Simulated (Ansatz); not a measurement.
Consider the ligand exchange at the Si–O bond: `[NH2][Sc]([OH])[O][SiH3]` + `[OH][In]([Cl])[Cl]` → `[SiH3][O][In]([Cl])[Cl]` + `[NH2][Sc]([OH])[OH]`.

Calculated with Ansatz (gas phase, PBE0-D4/def2-TZVP geometries, no zero-point term in ΔE). CBS: MP2 limit from def2 TZ/QZ plus the TZ coupled-cluster correction, frozen cores. Functionals use def2-TZVPP. def2 core potentials past Kr. For In, Sc outer-core shells are correlated without core-valence functions, which leaves a few kJ/mol of doubt a bond. Scalar relativity is left out up to krypton. Each species was taken in one conformer, which may not be the lowest.

`[NH2][Sc]([OH])[O][SiH3]`:

```xyz
11

N    -0.790   -0.542    2.339
Sc   -0.802    0.413    0.605
O    -2.094    1.744    0.384
O     0.504   -0.103   -0.684
Si    1.588   -0.481   -1.832
H    -0.155   -1.283    2.610
H    -1.416   -0.379    3.117
H    -2.665    2.444    0.083
H     2.892    0.192   -1.569
H     1.113   -0.055   -3.179
H     1.826   -1.952   -1.873
```

`[OH][In]([Cl])[Cl]`:

Cartesian coordinates in Å:
```
O 1.058 1.162 0.022
In -0.086 -0.430 0.021
Cl -2.369 -0.194 -0.214
Cl 0.852 -2.507 0.254
H 0.546 1.969 -0.083
```

`[SiH3][O][In]([Cl])[Cl]`:

```xyz
8

Si    0.636    1.040    0.921
O     0.603    0.093   -0.416
In   -0.611   -1.217   -1.199
Cl   -2.583   -1.723   -0.137
Cl   -0.003   -2.204   -3.172
H    -0.545    0.783    1.792
H     0.630    2.471    0.517
H     1.873    0.757    1.695
```

`[NH2][Sc]([OH])[OH]`:

Cartesian coordinates in Å:
```
N 0.354 0.777 1.415
Sc -0.072 -0.157 -0.286
O -0.691 0.917 -1.692
O 0.191 -2.013 -0.304
H 0.268 1.770 1.589
H 0.696 0.346 2.264
H -1.012 1.306 -2.499
H 0.266 -2.945 -0.485
```

```json
{"level": "r2SCANh-D4", "ΔE (kJ/mol)": "17.0"}
{"level": "ωB97X-V", "ΔE (kJ/mol)": "13.8"}
{"level": "MP2/def2-TZVPP", "ΔE (kJ/mol)": "13.3"}
{"level": "SCS-MP2/def2-TZVPP", "ΔE (kJ/mol)": "14.0"}
```

(1) What does CCSD(T)/CBS give? (Best estimate.)

Largest T1 diagnostic among the species: 0.016.

## Answers

(1) The calculation gave: +14.0 kJ/mol. The listed levels differ from it by 3.0, -0.2, -0.7, 0.0 kJ/mol.

At CCSD(T), def2-SVP lies +3.2 kJ/mol from the extrapolated value and def2-TZVPP +0.4 kJ/mol. From BLYP to BHLYP (50 % exact exchange), in def2-TZVPP and without D4, ΔE moves by −5.3 kJ/mol.
